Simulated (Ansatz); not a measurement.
This geometry of Cl₃GaH₂ (6 atoms, charge 0, multiplicity 1) is a first-order saddle point.

Theory: RKS PBE-D4/def2-SVP in Ansatz.

```xyz
6
Properties=species:S:1:pos:R:3
Ga -0.324 0.336 -0.266
H 1.356 0.064 -0.360
Cl -1.429 -0.469 -1.920
Cl -0.855 2.171 0.711
H 1.126 -0.692 0.449
Cl 0.126 -1.410 1.387
```

Problem. Which two structures does it join? (They come from a converged band through this point; their orientation in space is the band's.)

Solution. Bonds broken: Ga1–H2, H5–Cl6. Bonds formed: H2–H5. Cl3GaH2 becomes Cl3Ga + H2.

Initial state:

```xyz
6
Properties=species:S:1:pos:R:3
Ga -0.174 0.608 -0.571
H 1.359 0.583 -0.880
Cl -1.595 -0.439 -1.825
Cl -1.041 2.112 0.722
H 1.368 -1.485 1.190
Cl 0.084 -1.379 1.363
```

Final state:

```xyz
6
Properties=species:S:1:pos:R:3
Ga -0.799 0.070 0.104
H 1.727 0.124 -0.501
Cl -1.267 -0.454 -1.919
Cl -0.707 2.136 0.665
H 1.712 -0.420 0.047
Cl -0.665 -1.456 1.604
```

Problem. How far does it lie above each of them?

Solution. 10.3 kcal/mol above the first and 25.0 kcal/mol above the second. This is the barrier of this one path; another mechanism may lie lower. The orbitals stay closed-shell, which can raise the energy where a bond breaks towards radicals; this wasn't checked here.

Time of the run: 70 s on 2 threads of Arm Neoverse V1, on a shared host, peak memory 0.15 GiB.
